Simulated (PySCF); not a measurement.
## PbCl: one state, many levels of theory

State: ²Π (doublet), unpaired electrons π ↑. Set-up: PySCF, scalar-relativistic core potentials, basis sets Pb def2-SVP with ECP60, Cl def2-SVP. De refers to Pb + Cl in their high-spin ground configurations, without counterpoise correction. The functionals are run spin-unrestricted. A positive dipole means Pb(−)Cl(+).

```csv
Level,Re (Å),ωe (cm⁻¹),De (eV),μ (D),"CPU s a point (SCF and correlation, without the integrals)"
UHF,2.513,317,2.30,-4.40,0.11
UHF-MP2,2.487,331,3.24,n/a,0.18
UHF-SCS-MP2,2.496,327,3.15,n/a,n/a
UHF-CCSD,2.497,325,3.06,n/a,n/a
UHF-CCSD(T),2.499,324,3.15,n/a,2.6
PBE,2.508,314,3.91,-3.22,0.61
TPSS,2.509,315,3.88,-3.44,1.6
r²SCAN,2.496,322,3.77,-3.51,0.87
PBE0,2.490,324,3.69,-3.58,0.88
M06,2.499,322,4.12,-3.62,0.86
BHandHLYP,2.494,324,3.41,-3.82,0.53
```

**Question.** Which functional lies closest to UHF-CCSD(T) in De, which farthest, and by how much do they differ from it?

**Answer.** Closest is BHandHLYP (-0.5 pm in Re, +0.0 % in ωe, +0.26 eV in De against UHF-CCSD(T) in the same basis), farthest M06 (+0.0 pm in Re, -0.6 % in ωe, +0.97 eV in De). CCSD(T) converges more slowly with the basis than the functionals do and binds too weakly in this one, so the order can change at the basis-set limit.

**Question.** What does a quarter of exact exchange do here, going from PBE to PBE0?

**Answer.** PBE0 less PBE: -1.8 pm in Re, +3.2 % in ωe, -0.22 eV in De. Exact exchange removes part of the self-interaction that spreads semilocal densities, and in most molecules shortens and stiffens the bond and lowers De; so it does here.

**Question.** What does the step from GGA to meta-GGA do here, going from PBE to r²SCAN?

**Answer.** r²SCAN less PBE: -1.2 pm in Re, +2.5 % in ωe, -0.14 eV in De. 

Correlated steps freeze 9 core orbitals. Correlated levels converge slowly with the basis: in double zeta they bind strong bonds too weakly, by up to about 1 eV, and carry superposition errors of some tenths. These are scalar-relativistic numbers at best; spin–orbit coupling would shift them, the dissociation energy most. The state is the lowest determinant that a PBE0 search found; another state may lie lower at other levels.

The whole job (state search and all levels along the bond) took about 1.7 min on 1 thread of Arm Neoverse V1 (shared host), peak memory 0.49 GiB.
